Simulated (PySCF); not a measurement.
What settings do to a single point of [Ce(S2)]+

The sound run of [Ce(S2)]+ (singlet in the valence; each metal's 4f electrons, 1 of them, lie in its core potential, out of spins and levels) uses PySCF 2.14.0, RKS TPSS, Ce lcecp-1-SVP with ECP47, S def2-SVP; non-relativistic Hamiltonian with scalar-relativistic core potentials where named; density fitting; no spin-orbit coupling, grid (50, 194), threshold 1e-8 Eh and 55 cycles, at the relaxed geometry:

```xyz
3

Ce    0.0000    0.0000   -0.6283
S     1.0797    0.0000    1.6917
S    -1.0797    0.0000    1.6917
```

There Ce1 has a Mulliken charge of 1.21 e and the dipole about the centre of mass is 8.11 D. Each run below changes one thing and starts from free metal ions and neutral atoms unless it says otherwise; with 55 cycles, smearing, a level shift and second-order steps follow where DIIS fails, and their cycles count. Energy shifts count from the sound run. On f atoms grids over 110 angular points are at least (60, 302).

| change | outcome | cycles | energy shift (eV) | largest force component (eV/Å) | charge on Ce1 (e) | dipole about the centre of mass (D) |
| --- | --- | --- | --- | --- | --- | --- |
| S3 put 0.8 Å from Ce1, limit 74 cycles | converged | 12 | 402.24 | 1431.38 | 0.27 | 1.79 |
| start from the bare core Hamiltonian, limit 81 cycles | converged | 14 | 0.0000 | 0.01 | 1.21 | 8.11 |
| all coordinates × 1.12 | converged | 10 | 1.02 | 3.88 | 1.28 | 9.54 |

Question: How does the run with this change end: threshold 0.0001?

Answer: outcome converged, cycles 7, energy shift (eV) 0.0000, largest force component (eV/Å) 0.00, charge on Ce1 (e) 1.21, dipole about the centre of mass (D) 8.08.

Unsound on purpose, so not properties of the compound: S3 put 0.8 Å from Ce1, limit 74 cycles.

Forces carry noise of the integration grid, about 0.01 to 0.03 eV/Å.

No frequency check is given that shows the relaxed geometry to be a minimum. An lcecp potential fixes the number of 4f electrons, so in runs with it no electron can move into or out of that shell.
